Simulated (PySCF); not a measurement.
## A ladder of Hamiltonians for La⁵¹⁺ (lanthanum, charge +51)

Occupied: 1s1/2, 2s1/2, 2p1/2. Hartree-Fock calculated with PySCF 2.14 in an even-tempered Gaussian basis (19 s from 9.9 bohr⁻², ratio 2.3; 15 p from 12 bohr⁻², ratio 2.3), Gaussian nucleus throughout. NR is non-relativistic, sf-X2C the spin-free one-electron X2C Hamiltonian, X2C adds the bare one-electron spin-orbit term, X2C-SNSO screens it by Boettger's factors, DC is four-component Dirac-Coulomb, and the Gaunt and Breit terms are added at first order (total energies over the DC spinors, levels after relaxing the spinors in that mean field). QED terms are absent. Levels marked empty are virtual spinors of this ion.

| Hamiltonian | E (hartree) | E − E(DC) (hartree) | CPU seconds |
| --- | --- | --- | --- |
| X2C | -4923.6527 | 0.8718 | 0.35 |
| X2C-SNSO | -4922.7185 | 1.8060 | 0.35 |
| DC | -4924.5245 | 0.0000 | 13 |
| DC+Gaunt | -4920.0777 | 4.4468 | 26 |
| DC+Breit | -4920.3084 | 4.2161 | 74 |

```tsv
level (eV)	X2C	X2C-SNSO	DC	DC+Gaunt	DC+Breit
1s1/2	-43824.2	-43825.3	-43853.6	-43764.1	-43766.9
2s1/2	-10328.7	-10329.0	-10332.6	-10323.7	-10324.5
2p1/2	-10161.3	-10148.8	-10152.0	-10133.4	-10135.6
2p3/2 (empty)	-9436.3	-9441.4	-9442.0	-9432.8	-9434.9
3s1/2 (empty)	-4306.8	-4306.9	-4307.8	-4305.3	-4305.7
```

Weight of the small component: 1s1/2 0.0446, 2s1/2 0.0105, 2p1/2 0.0104, 2p3/2 0.00980, 3s1/2 0.00429.

Koopmans' value for the highest occupied level at DC+Breit: 10135.6 eV, against an ionisation energy of 10136 ± 4 eV (theoretical estimate listed by NIST; NIST Atomic Spectra Database, ionization energies); the former lacks relaxation, correlation, QED and recoil.

The whole ladder took 120 s of wall time on 1 thread of Neoverse-V1 (shared host), launched as `OMP_NUM_THREADS=1 python relrun2.py TASK.json OUT` (a driver that calls PySCF for each Hamiltonian).
